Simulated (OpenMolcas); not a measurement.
# neutral lead: effect of the level shift or regulariser

```json
{"Program": "OpenMolcas 26.06", "Basis": "ANO-RCC-VQZP [9s8p6d4f3g]", "Scalar Hamiltonian": "DKH2, point nucleus", "Active space": "4 electrons in 4 orbitals (6s 6p)", "State averaging": "2S+1 = 3 even, 3 roots; 2S+1 = 1 even, 6 roots; 2S+1 = 5 odd, 1 root; 2S+1 = 3 odd, 5 roots (0 in the spin-orbit step)", "Spin-orbit coupling": "state interaction with AMFI integrals over the reference wave functions, term energies averaged over their components"}
```

Methods on the same reference wave functions:
A. CASSCF
B. SS-CASPT2, IPEA 0.25 Eh, imaginary shift 0.1 Eh (closed shells correlated: 5d)
C. SS-CASPT2, IPEA 0.25 Eh, real shift 0.2 Eh (closed shells correlated: 5d)

Energies in cm-1 above 6s2 6p2 3P0, the measured ground level; measured values from NIST Handbook of Basic Atomic Spectroscopic Data.

| Level | A | B | C | Measured |
| --- | --- | --- | --- | --- |
| 6s2 6p2 3P0 | 0.0 | 0.0 | 0.0 | 0.0 |
| 6s2 6p2 3P1 | 6654 | 6830 | 6810 | 7819 |
| 6s2 6p2 3P2 [59 %] | 10277 | 9560 | 9580 | 10650 |
| 6s2 6p2 1D2 [59 %] | 20329 | 18830 | 18870 | 21458 |
| 6s2 6p2 1S0 | 28564 | 27480 | 27600 | 29467 |

Deviations, from unrounded energies. A percentage is the sum of absolute deviations over the sum of measured energies, with the sign that they share, or ± where signs differ.

```csv
Against measurement,Levels,A,B,C
mean absolute deviation (cm-1),4,890,1700,1600
fine structure of the ground term (%),2,-8.3,-11.2,-11.3
other terms of the ground configuration (%),2,-4.0,-9.1,-8.8
```

A lies closest to measurement on these levels and B furthest from it. The largest miss of A in the table is 6s2 6p2 3P1, by -1200 cm-1. The ranking rests on the paired levels alone, and a cruder setting can come out closer through cancelling errors.

Between B and C the level of the table that moves most is 6s2 6p2 1S0, by 120 cm-1 (lowest in B, highest in C). Moves below CASPT2's spread within the term are not significant.

The mean deviations of B to C differ by less than CASPT2's widest spread within a term (330 cm-1), so their order carries little weight.

From A to B the spin-free energies of the other terms of 6s2 6p2 shown, above 3P, scale by factors of 0.66 to 0.91.

The lowest spin-free term lies below A's lowest term by 0.470 hartree in B, 0.469 hartree in C.

CASPT2 does not keep the components of a term degenerate, so their means are used; among the terms shown or strongly mixed into the levels shown the widest spread is 330 cm-1 (6s2 6p2 1D, B). Some high roots are left out of the spin-orbit mixing, which shifts the levels that they would mix with. Spin-orbit splittings of 6p shells tend to come out small when the coupling is added on scalar orbitals. Computed and measured levels are paired by configuration, term and J; levels that our copy of the source lacks, or whose pairing is in doubt (as where it misses far off the trend of its configuration), stay unpaired and out of the deviations. Where the source uses jj or jK labels, the order within each J decides. Levels of configurations outside the active space are missing. Levels that lie high or do not pair safely by name in every column are left out.

A share in square brackets marks a mixed level and gives the weight of the term that names it, the lowest over the columns.
